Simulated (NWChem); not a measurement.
System: CrNHSF₂; SMILES [NH]=[Cr](=[S])([F])[F]

```xyz
6

Cr     0.0222    -0.2934     0.0000
N      1.4757    -0.8953     0.0000
H      2.4827    -0.7044     0.0000
S      0.2023     1.6618     0.0000
F     -0.7718    -0.8050    -1.4109
F     -0.7718    -0.8050     1.4109
```
Atoms are numbered in this order, from 1.

All runs: NWChem. Pople sets run with spherical d functions. The geometry was optimised at PBE0/def2-SVP. Vzz is the largest principal value of the second derivative of the potential at the nucleus (NWChem prints the opposite sign); η is the asymmetry. Non-relativistic.

```
level               Vzz Cr1 (a.u.)  η Cr1  Vzz N2 (a.u.)  η N2  Vzz S4 (a.u.)  η S4
------------------  --------------  -----  -------------  ----  -------------  ----
CAM-B3LYP/def2-SVP          -0.633   0.05         -0.233  0.15         -0.978  0.25
CAM-B3LYP/6-31G*            -0.542   0.05         -0.220  0.14         -0.956  0.12
PBE/def2-SVP                -0.635   0.17         -0.187  0.61         -0.694  0.24
PBE/cc-pVTZ                 -0.468   0.35         -0.174  0.11         -0.723  0.36
```
